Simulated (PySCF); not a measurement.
Ge(Me)(Et)(OH)2, C3H10GeO2, SMILES C[CH2][Ge]([CH3])([OH])[OH] (GFN2-xTB optimised geometry):

```
16

C      1.762     0.599     1.004
C      1.135    -0.356     0.000
Ge    -0.875    -0.356     0.000
C     -1.776     1.424     0.000
O     -1.422    -1.264    -1.394
O     -1.516    -1.357     1.322
H      1.445     1.623     0.811
H      1.474     0.339     2.021
H      2.848     0.561     0.937
H      1.456    -0.100    -1.008
H      1.466    -1.377     0.194
H     -1.576     1.932    -0.937
H     -2.848     1.288     0.099
H     -1.424     2.047     0.816
H     -1.917    -2.047    -1.160
H     -1.357    -1.045     2.208
```

Calculation: PBE0/def2-TZVP (PySCF).

Task: What are the frontier orbital energies and the dipole moment?

Result: HOMO-2 -8.94 eV, HOMO-1 -8.66 eV, HOMO -7.46 eV, LUMO 0.39 eV, LUMO+1 1.24 eV; dipole moment 2.21 D.

On the same geometry PBE/def2-TZVP in PySCF gives HOMO-2 -7.44 eV, HOMO-1 -6.87 eV, HOMO -6.10 eV, LUMO -0.44 eV, LUMO+1 0.34 eV; dipole moment 2.10 D.

Meta-Löwdin charges at PBE0/def2-TZVP: C1 -0.34, C2 -0.43, Ge3 1.19, C4 -0.59, O5 -0.76, O6 -0.76, H7 0.11, H8 0.11, H9 0.12, H10 0.13, H11 0.13, H12 0.14, H13 0.14, H14 0.13, H15 0.35, H16 0.34.
